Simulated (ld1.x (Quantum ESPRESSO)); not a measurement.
# Varying the RRKJ potential for B (Z = 5)

Base potential:

| Property | Result |
| --- | --- |
| Element | B (Z = 5) |
| Generator | ld1.x (Quantum ESPRESSO) 7.5 |
| Type | norm-conserving RRKJ (Kleinman–Bylander form) |
| Functional | PBE |
| Relativity | non-relativistic |
| Frozen core | [He] |
| Valence charge | 3 |
| Reference configuration | 2s2 2p1 |
| Partial waves | 2p (bound): rc 2.75 bohr; 3d channel at -0.1 Ry: rc 3.00 bohr; 2s (bound): rc 1.15 bohr |
| Local potential | the s channel |
| Core correction | none |
| rho0 | 0.005 |

Cutoffs, loose and tight: the cutoffs (Ry, on a coarse ladder) from which the occupation-weighted sum of valence levels, in a spherical-Bessel basis at the reference potential, stays within 10 and 1 mRy of its value at 400 Ry. They do not see the model core or the augmentation charge, which bear on the density cutoff. Test errors are all-electron minus pseudo excitation energies from the reference, over the configurations 2s2 2p0; 2s1 2p0; 2s2 2p0.5; 2s1 2p2; 2s1 2p1; 2s0 2p3; 2s2 2p1.3. A dash means not determined; rows that change the core or the reference have their own tests.

| change | outcome | cutoff, loose | cutoff, tight | bound ghosts | largest test error (meV) |
| --- | --- | --- | --- | --- | --- |
| base | generated | 21 Ry | 55 Ry | none | +260 |
| wave 2p (bound): rc 2.75 bohr becomes 2p (bound): rc 1.82 bohr | generated | 25 Ry | 55 Ry | none | +110 |
| wave 2p (bound): rc 2.75 bohr becomes 2p (bound): rc 2.44 bohr | generated | 21 Ry | 55 Ry | none | +183 |
| wave 2p (bound): rc 2.75 bohr becomes 2p (bound): rc 2.82 bohr | generated | 21 Ry | 55 Ry | none | +281 |
| wave 2p (bound): rc 2.75 bohr becomes 2p (bound): rc 3.24 bohr | generated | 21 Ry | 55 Ry | none | +423 |
| wave 2p (bound): rc 2.75 bohr becomes 2p (bound): rc 3.64 bohr | generated | 21 Ry | 55 Ry | none | +645 |

Question: What comes out with this change to the base: wave 2p (bound): rc 2.75 bohr becomes 2p (bound): rc 3.98 bohr?

Answer: outcome: generated; cutoff, loose: 21 Ry; cutoff, tight: 55 Ry; bound ghosts: none; largest test error (meV): +896.

Reading the sweep of the p radius (base included, trends over the rows without a ghost): The loose cutoff stays near 21 Ry. The median size of the test errors (rows with all tests solved) rises from 6.7 meV at 1.82 to 140.3 meV at 3.98 bohr. More of the atom is replaced by a form fitted at one configuration, so other configurations suffer as the radius grows.
